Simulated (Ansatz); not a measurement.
A structure relaxed at PBE0-D4/def2-TZVP, charge 0, multiplicity 1:

Cartesian coordinates in Å:
```
N -1.478 -0.735 -0.096
B -0.238 -0.543 0.506
F 0.046 -1.272 1.598
Si 1.131 0.781 -0.198
H -2.157 -1.391 0.257
H -1.770 -0.232 -0.915
H 1.434 1.829 0.816
H 2.409 0.100 -0.545
H 0.624 1.462 -1.424
```

**Question.** Give its formula and SMILES.

**Answer.** BFH5NSi, `NB(F)[SiH3]`.

**Question.** Point group (tolerance 0.08 Å, 0.16 Å for H)?

**Answer.** Cs.

**Question.** Summarise the bond lengths by kind.

**Answer.** 1 × B–N 1.391 Å; 2 × H–N 1.004 to 1.008 Å; 1 × B–F 1.343 Å; 1 × B–Si 2.031 Å; 3 × H–Si 1.489 to 1.491 Å.

All numbers were calculated with Ansatz.
